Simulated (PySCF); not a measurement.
C3H8N, SMILES CC(C)[NH], multiplicity 2.

Geometry: ωB97X-D3(BJ)/def2-SVP. The isomer is the one that the SMILES or the coordinates give; other isomers of the formula were not compared. The values are those of a single conformer.

Computed with B3LYP/def2-TZVP run with PySCF.

The molecule is in vacuum.

```yaml
total_energy: -173.89586 hartree
"α spin, highest occupied and lowest empty level": -7.35 and 0.65 eV
"β spin, highest occupied and lowest empty level": -7.39 and -2.66 eV
dipole_moment: 1.94 D
quadrupole, principal values (traceless, Buckingham form, about the centre of nuclear charge): -5.19, 1.20, 4.00 D·Å
mean_static_polarisability: 46.7 bohr³ (6.92 Å³)
polarisability_principal_values: 41.5, 48.3, 50.2 bohr³
"⟨S²⟩": 0.754 (pure state 0.75)
```
